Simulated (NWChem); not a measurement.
System: SiHCl₃; SMILES Cl[SiH](Cl)Cl

NWChem input:

```
start job
memory heap 200 mb stack 900 mb global 1100 mb
geometry units angstroms noautoz
  Si     0.000000     0.000000     0.500755
  Cl    -0.502172    -1.859017    -0.187689
  Cl    -1.358870     1.364402    -0.187689
  Cl     1.861042     0.494615    -0.187689
  H      0.000000     0.000000     1.977546
end
basis spherical
  * library 6-31+g*
end
dft
  xc b3lyp
  iterations 150
  mulliken
end
task dft energy
```

All runs use the structure optimised with PBE0/def2-SVP.

**Question.** Predict the main results of this run. (B3LYP/6-31+G* (spherical d).) Quantities: basis functions; energy (Ha); highest occupied level (eV); orbital gap (eV); dipole (D).

**Answer.** 
| Item | Value |
|---|---|
| number of basis functions | 90 |
| energy (Ha) | -1670.82 |
| highest occupied level (eV) | -9.19 |
| orbital gap (eV) | 8.26 |
| dipole (D) | 1.16 |
